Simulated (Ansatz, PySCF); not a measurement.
Molecule: CClF (charge 0, singlet). 
Structure (B3LYP-D3(BJ)/def2-TZVP (Ansatz, an electronic-structure program) minimum search):
```
C
F 1 1.2975
Cl 1 1.7557 2 106.70
```
Charge 0, spin multiplicity 1.

Dipole moments at this geometry, in debye (magnitudes).

| level | program | dipole (D) |
|---|---|---|
| PBE/def2-TZVPD | PySCF | 0.83 |
| BLYP/def2-TZVPD | Ansatz | 0.82 |
| BP86/def2-TZVPD | PySCF | 0.83 |
| TPSS/def2-TZVPD | PySCF | 0.79 |
| M06-L/def2-TZVPD | PySCF | 0.78 |
| r2SCAN/def2-TZVPD | Ansatz | 0.79 |
| B3LYP/def2-TZVPD | Ansatz | 0.75 |
| r2SCANh/def2-TZVPD | Ansatz | 0.76 |
| r2SCAN0/def2-TZVPD | Ansatz | 0.71 |
| PW6B95/def2-TZVPD | PySCF | 0.71 |
| MN15/def2-TZVPD | PySCF | 0.69 |
| CAM-B3LYP/def2-TZVPD | Ansatz | 0.74 |
| wB97M-V/def2-TZVPD | Ansatz | 0.72 |
| CCSD(T)/aug-cc-pV(D+d)Z | Ansatz | 0.67 |
